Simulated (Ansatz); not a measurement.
A nudged elastic band was laid between two geometries of BCl3 + H2 (6 atoms, charge 0, multiplicity 1).

The calculation used RKS PBE0-D4/def2-SVP in Ansatz.

```json
{
  "movable images": "7",
  "climbing image": "yes",
  "spring": "5.0 eV/Å²",
  "optimiser": "quadratic models (default)",
  "start path": "through a guess of the saddle point",
  "force threshold": "0.05 eV/Å",
  "iteration limit": "60",
  "end points": "relaxed"
}
```

Image 0:

```xyz
6
Properties=species:S:1:pos:R:3
B -0.010 0.563 0.060
Cl -0.016 0.945 1.760
Cl 1.501 0.406 -0.789
Cl -1.516 0.349 -0.787
H 0.110 -2.603 0.618
H 0.048 -2.330 1.325
```

Image 8:

```xyz
6
Properties=species:S:1:pos:R:3
B 0.059 -0.408 -0.657
Cl 0.054 -0.119 2.543
Cl 1.503 0.516 -0.958
Cl -1.512 0.293 -0.927
H 0.147 -1.561 -0.337
H -0.133 -1.391 2.522
```

(1) Which bonds break or form, and what moves?

(2) Give the energies along the band, and the barrier.

(3) What is the geometry of the highest image?

(4) What are the harmonic wavenumbers there?

Answers

(1) Bonds broken: B1–Cl2, H5–H6. Bonds formed: B1–H5, Cl2–H6. BCl3 + H2 becomes BCl2H + ClH.

(2) The forces met the threshold. The highest image is number 4 of 0 to 8, 32.5 kcal/mol above the first end and 18.6 kcal/mol above the last; the last end lies 13.9 kcal/mol above the first. A vibrational analysis at the climbing image gives one clearly imaginary mode, 811i cm⁻¹: a first-order saddle point. The orbitals stay closed-shell, which can raise the energy where a bond breaks towards radicals; this wasn't checked here.

```tsv
image	path coordinate (Å)	energy (kcal/mol)	B1–Cl2 (Å)	H5–H6 (Å)	B1–H5 (Å)
0	0.00	0.0	1.74	0.76	3.22
1	0.56	0.8	1.74	0.76	2.73
2	1.11	5.2	1.76	0.76	2.22
3	1.67	17.2	1.83	0.80	1.65
4	2.23	32.5	2.10	1.08	1.30
5	2.71	21.9	2.55	1.48	1.22
6	3.19	15.5	3.01	1.87	1.21
7	3.68	14.2	3.20	2.36	1.20
8	4.16	13.9	3.21	2.88	1.20
```

(3) 
```xyz
6
Properties=species:S:1:pos:R:3
B 0.018 -0.335 0.014
Cl 0.009 0.139 2.063
Cl 1.548 0.172 -0.701
Cl -1.529 0.118 -0.701
H 0.040 -1.610 0.264
H 0.032 -1.154 1.247
```

(4) 811i, 186, 215, 308, 669, 703, 753, 941, 1060, 1356, 1650, 2236 cm⁻¹.

Time of the run: 14 min on 1 thread of Arm Neoverse V2 (shared host), peak memory 0.15 GiB.
